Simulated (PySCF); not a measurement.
Species: C3H9BN2.
Geometry (PBE0-D3(BJ)/def2-SVP, Å), atoms numbered from 1 in this order:
```xyz
15
C3H9BN2 angstrom
N      1.4997   -1.0995    0.5888
B      0.9769    0.0093   -0.1193
N      1.7615    1.1569   -0.3929
C     -0.5251   -0.0203   -0.6165
C     -1.5949    0.7139    0.1572
C     -1.5965   -0.7821    0.1154
H      0.9656   -1.9483    0.7013
H      2.4411   -1.1579    0.9501
H      1.3631    1.9795   -0.8203
H      2.7294    1.2655   -0.1259
H     -0.6516    0.0212   -1.7059
H     -2.3732    1.2459   -0.3979
H     -1.3092    1.2027    1.0939
H     -2.3785   -1.2793   -0.4656
H     -1.3193   -1.3163    1.0302
```

Linear response at CAM-B3LYP/def2-SVPD (PySCF, frozen core in the response, non-relativistic).

Static isotropic polarisability: 64.75 au (9.59 Å³), principal values 55.0, 67.8, 71.4 au.

Question: What is the polarisability at 1064 nm and at the sodium D line?

Answer: 65.24 au at 1064 nm (+0.8 %), 66.40 au at 589.3 nm (+2.6 %). The rise at 589.3 nm is 3.35 times that at 1064 nm; a pure ω² law gives 3.26. The lowest singlet lies at 204 nm, shorter than both wavelengths.

Question: What is the isotropic C6 coefficient between two such molecules, C6 = (3/π)∫α(iω)² dω?

Answer: 1806 au (Eh·bohr⁶) by a ten-point quadrature over imaginary frequencies, which is 1080 eV·Å⁶ or 104 J·nm⁶/mol.

Question: Which effective excitation energy ω̄ makes London's formula C6 = (3/4)α²ω̄ exact here?

Answer: ω̄ = 4·C6/(3α²) = 0.574 Eh = 15.6 eV. A one-pole form α(ω) = α/(1 − ω²/ω̄²) fitted to the 1064 nm value gives 13.4 eV.

Question: What n − 1 at the D line would an ideal gas of it have at 273.15 K and 1 atm (2.6868 × 10¹⁹ cm⁻³), by n − 1 = 2π·N·α′?

Answer: 16.61 × 10⁻⁴, a formal value whether or not that pressure can be reached.

Question: What three-body coefficient follows from the one-pole estimate C9 = (3/4)·α·C6?

Answer: 87700 au. This is an estimate from the two numbers above, not a computed integral.

Question: How many electrons N does the Slater–Kirkwood formula C6 = (3/4)·√N·α^(3/2) need to give this C6?

Answer: N = (4·C6/3)²/α³ = 21.4; the species has 46 electrons in all.

Question: What molar refraction at the D line follows from R = (4π/3)·N_A·α′, with α′ the polarisability volume?

Answer: α′ = 9.84 Å³ gives R = 24.82 cm³/mol, for isolated, non-vibrating species.

Question: The lowest 6 singlets have (eV, f): 6.07, 0.000; 7.07, 0.058; 7.63, 0.009; 7.68, 0.018; 7.79, 0.006; 7.85, 0.094. What share of the static polarisability do they carry in the sum over states α = Σ f/ω²?

Answer: 2.41 au, 3.7 % of α; the largest term, 1.13 au, is that of the state at 7.85 eV. Their oscillator strengths add up to 0.18. Higher states carry the rest.

One conformer stands for the species.
